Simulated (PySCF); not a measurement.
Complete the spectrum of C4H9NOSi2

Species: C4H9NOSi2.
SMILES: `N#C[Si@H]1CC[SiH2]OC1`

Method used: TDDFT B3LYP/def2-SVPD, vertical, gas phase, core orbitals frozen in the response (PySCF). Geometry: GFN2-xTB, one conformer, isolated molecule.

Orbital energies (eV): HOMO-3 -9.16, HOMO-2 -9.11, HOMO-1 -8.50, HOMO -7.58, LUMO -0.78, LUMO+1 -0.61, LUMO+2 -0.05.

Lowest singlets, with some entries withheld (?).

```csv
state,λ (nm),f,"main configurations (H = HOMO, L = LUMO)"
S1,208.3,?,"H→L (79%), H→L+1 (17%)"
S2,202.4,?,"H→L+1 (81%), H→L (18%)"
S3,189.5,?,H→L+2 (91%)
S4,180.6,?,H-1→L (82%)
S5,179.2,?,"H→L+3 (75%), H→L+4 (14%)"
S6,177.0,?,"H→L+4 (71%), H-2→L (10%), H→L+3 (9%)"
S7,176.4,?,"H-1→L+1 (60%), H-2→L (12%)"
S8,173.9,?,"H-2→L (36%), H-1→L+1 (27%)"
```

Question: Supply the missing values.

Answer: 
- S1: f = 0.025
- S2: f = 0.030
- S3: f = 0.0064
- S4: f = 0.0011
- S5: f = 0.011
- S6: f = 0.0070
- S7: f = 0.0084
- S8: f = 0.013

Question: Where do the lowest triplets lie (Tamm–Dancoff)?

Answer: T1 5.58 eV, H→L (84%); T2 5.85 eV, H→L+1 (76%); T3 6.10 eV, H-6→L (14%), H→L+1 (14%), H-2→L+1 (9%). E(S1) − E(T1) = +0.37 eV.

Question: What is the mean static polarisability from the same response equations?

Answer: 101.0 au (14.96 Å³), with principal values 85.4, 93.5 and 124.0 au.

Question: Which level carries the most intensity, and what share of the listed sum of f?

Answer: S2, with f = 0.030 of 0.102, 30%.
